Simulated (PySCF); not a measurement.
Correlation energy of Zn²⁺ (zinc, charge +2)

[Ar] 3d9 4p1, one real determinant (an excited configuration). All numbers are calculated (PySCF 2.14, the spin-free X2C one-electron Hamiltonian (Gaussian nucleus), in ANO-RCC-VTZP (6s5p3d2f1g, 59 functions)). Frozen: [Ar]; 10 electrons correlated.

```json
{"level": "CCSD", "correlation energy (mhartree)": "-326.16"}
{"level": "(T)", "correlation energy (mhartree)": "-6.11"}
{"level": "CCSD(T)", "correlation energy (mhartree)": "-332.27"}
```

Diagnostics: T1 = 0.0079, D1 = 0.0237, largest double amplitude 0.037.

Q: Is a single reference adequate?

A: Yes: T1 lies below 0.03 and no double amplitude reaches 0.07.

The reference is one real determinant that mixes LS terms of this configuration.
